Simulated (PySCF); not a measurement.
F4V (SMILES [F][V+]([F])([F])[F]), charge +1, singlet, geometry from GFN2-xTB (such geometries of metal compounds can be far from the true shape) (the multiplicity is a formal guess); DF-SVWN5/6-31G* (PySCF).

Here is a job for PySCF.
```python
from pyscf import gto, scf, dft

mol = gto.Mole()
mol.atom = '''
    V    -0.00000000   -0.00000000   -0.00000000
    F     1.05787016    0.73619422   -0.92212232
    F     0.75522470   -0.97142821    0.99867095
    F    -0.99429019   -0.84029363   -0.90370040
    F    -0.81880467    1.07552761    0.82715177
'''
mol.basis = '6-31g*'
mol.charge = 1
mol.verbose = 4
mol.build()

mf = dft.RKS(mol)
mf.xc = 'lda,vwn'
mf = mf.density_fit(auxbasis='def2-universal-jkfit')
mf.kernel()
mf.analyze()
```

Write the output that PySCF gives for this input, abridged.


```
PySCF version 2.14.0

[INPUT] verbose = 4
[INPUT] num. atoms = 5
[INPUT] num. electrons = 58
[INPUT] charge = 1
[INPUT] spin (= nelec alpha-beta = 2S) = 0
[INPUT] symmetry False subgroup None
[INPUT] Mole.unit = angstrom
[INPUT] Symbol           X                Y                Z      unit          X                Y                Z       unit  Magmom
[INPUT]  1 V      0.000000000000   0.000000000000   0.000000000000 AA    0.000000000000   0.000000000000   0.000000000000 Bohr   0.0
[INPUT]  2 F      1.057870160000   0.736194220000  -0.922122320000 AA    1.999084877750   1.391205450288  -1.742558638149 Bohr   0.0
[INPUT]  3 F      0.755224700000  -0.971428210000   0.998670950000 AA    1.427167845507  -1.835733266576   1.887214584059 Bohr   0.0
[INPUT]  4 F     -0.994290190000  -0.840293630000  -0.903700400000 AA   -1.878936147442  -1.587924824917  -1.707746254660 Bohr   0.0
[INPUT]  5 F     -0.818804670000   1.075527610000   0.827151770000 AA   -1.547316575815   2.032452622308   1.563090308749 Bohr   0.0

nuclear repulsion = 375.866787093617
number of shells = 36
number of NR pGTOs = 205
number of NR cGTOs = 90
basis = 6-31g*
ecp = {}

******** <class 'pyscf.df.df_jk.DFRKS'> ********
method = DFRKS
initial guess = minao
damping factor = 0
level_shift factor = 0
DIIS = <class 'pyscf.scf.diis.CDIIS'>
diis_start_cycle = 1
diis_space = 8
diis_damp = 0
SCF conv_tol = 1e-09
SCF conv_tol_grad = None
SCF max_cycles = 50
direct_scf = False
XC library pyscf.dft.libxc version 7.1.2
    S. Lehtola, C. Steigemann, M. J. T. Oliveira, and M. A. L. Marques,  SoftwareX 7, 1–5 (2018)
XC functionals = lda,vwn
    P. A. M. Dirac,  Math. Proc. Cambridge Philos. Soc. 26, 376 (1930)
    F. Bloch,  Z. Phys. 57, 545 (1929)
    S. H. Vosko, L. Wilk, and M. Nusair,  Can. J. Phys. 58, 1200 (1980)
radial grids:
    Treutler-Ahlrichs [JCP 102, 346 (1995); DOI:10.1063/1.469408] (M4) radial grids

becke partition: Becke, JCP 88, 2547 (1988); DOI:10.1063/1.454033
pruning grids: <function nwchem_prune>
grids dens level: 3
symmetrized grids: False
atomic radii adjust function: <function treutler_atomic_radii_adjust>
small_rho_cutoff = 0
Set gradient conv threshold to 3.16228e-05
Initial guess from minao.
tot grids = 77952
init E= -1339.1771191403
  HOMO = -0.54954920407911  LUMO = -0.273689397577587  gap/eV = 7.50653
cycle= 1 E= -1338.31813872056  delta_E= 0.859  |g|= 1.12  |ddm|= 2.63
  HOMO = -0.593235448937633  LUMO = -0.554052159730841  gap/eV = 1.06623
cycle= 2 E= -1329.11989500988  delta_E=  9.2  |g|= 8.08  |ddm|= 3.13
  HOMO = -0.632907933971379  LUMO = -0.442186558138425  gap/eV = 5.18979
cycle= 3 E= -1338.4246036033  delta_E= -9.3  |g|= 0.852  |ddm|= 2.49
  HOMO = -0.679218750950173  LUMO = -0.479166568739843  gap/eV = 5.44370
cycle= 4 E= -1338.51495852229  delta_E= -0.0904  |g|= 0.279  |ddm|= 0.274
  HOMO = -0.674707181154662  LUMO = -0.466542607731869  gap/eV = 5.66445
cycle= 5 E= -1338.52502435293  delta_E= -0.0101  |g|= 0.131  |ddm|= 0.0664
  HOMO = -0.675474389235824  LUMO = -0.461409611113455  gap/eV = 5.82500
cycle= 6 E= -1338.5277319583  delta_E= -0.00271  |g|= 0.0141  |ddm|= 0.0475
  HOMO = -0.675332845779968  LUMO = -0.460791158759952  gap/eV = 5.83798
cycle= 7 E= -1338.52776042562  delta_E= -2.85e-05  |g|= 0.00514  |ddm|= 0.00579
  HOMO = -0.675422862458339  LUMO = -0.460600494172941  gap/eV = 5.84561
cycle= 8 E= -1338.52776511211  delta_E= -4.69e-06  |g|= 0.00017  |ddm|= 0.00275
  HOMO = -0.675421553010492  LUMO = -0.46059811542367  gap/eV = 5.84564
cycle= 9 E= -1338.5277651168  delta_E= -4.69e-09  |g|= 3e-05  |ddm|= 8.64e-05
  HOMO = -0.675420892705007  LUMO = -0.46059901351662  gap/eV = 5.84560
cycle= 10 E= -1338.5277651169  delta_E= -9.32e-11  |g|= 1.94e-05  |ddm|= 1.78e-05
  HOMO = -0.675419263022324  LUMO = -0.460600094007815  gap/eV = 5.84553
Extra cycle  E= -1338.52776511596  delta_E= 9.35e-10  |g|= 7.43e-05  |ddm|= 5.28e-05
converged SCF energy = -1338.52776511596
**** SCF Summaries ****
Total Energy =                       -1338.527765115961301
Nuclear Repulsion Energy =             375.866787093616836
One-electron Energy =                -2582.642629985729855
Two-electron Energy =                  868.248077776151604
Two-electron Coulomb Energy =          950.383539932470626
DFT Exchange-Correlation Energy =      -82.135462156318980
HOMO-LUMO gap [eV] =                     5.845527332549421
**** MO energy ****
MO #1   energy= -195.578455776837  occ= 2
MO #2   energy= -24.4356909315399  occ= 2
MO #3   energy= -24.43563235696    occ= 2
MO #4   energy= -24.4356239680185  occ= 2
MO #5   energy= -24.4356178479804  occ= 2
MO #6   energy= -22.2356972768663  occ= 2
MO #7   energy= -18.856202389238   occ= 2
MO #8   energy= -18.8562023475901  occ= 2
MO #9   energy= -18.8562023040945  occ= 2
MO #10  energy= -2.91188247485377  occ= 2
MO #11  energy= -2.00913661196707  occ= 2
MO #12  energy= -2.009136369835    occ= 2
MO #13  energy= -2.00913618378606  occ= 2
MO #14  energy= -1.38346415349081  occ= 2
MO #15  energy= -1.36518961993716  occ= 2
MO #16  energy= -1.36518539917277  occ= 2
MO #17  energy= -1.36518180067921  occ= 2
MO #18  energy= -0.768687926201502 occ= 2
MO #19  energy= -0.768685703188295 occ= 2
MO #20  energy= -0.768684202502463 occ= 2
MO #21  energy= -0.757050658527338 occ= 2
MO #22  energy= -0.757050218442164 occ= 2
MO #23  energy= -0.715693008868709 occ= 2
MO #24  energy= -0.69490311382852  occ= 2
MO #25  energy= -0.694902231701303 occ= 2
MO #26  energy= -0.694901674044163 occ= 2
MO #27  energy= -0.675423544248922 occ= 2
MO #28  energy= -0.675421980103562 occ= 2
MO #29  energy= -0.675419263022324 occ= 2
MO #30  energy= -0.460600094007815 occ= 0
MO #31  energy= -0.460599753587307 occ= 0
MO #32  energy= -0.389995551337024 occ= 0
MO #33  energy= -0.389994615680713 occ= 0
MO #34  energy= -0.389993904754746 occ= 0
MO #35  energy= -0.223167515018297 occ= 0
MO #36  energy= -0.133987272315365 occ= 0
MO #37  energy= -0.133987186955218 occ= 0
 ** Mulliken pop on meta-lowdin orthogonal AOs  **
 ** Mulliken pop  **
 ** Mulliken atomic charges  **
charge of    0V =      1.49854
charge of    1F =     -0.12464
charge of    2F =     -0.12462
charge of    3F =     -0.12467
charge of    4F =     -0.12462

WARN: System has nonzero charge 1; the dipole moment is origin-dependent.
Location of origin: [0. 0. 0.]

Dipole moment(X, Y, Z, Debye):  0.00013,  0.00011,  0.00028
```
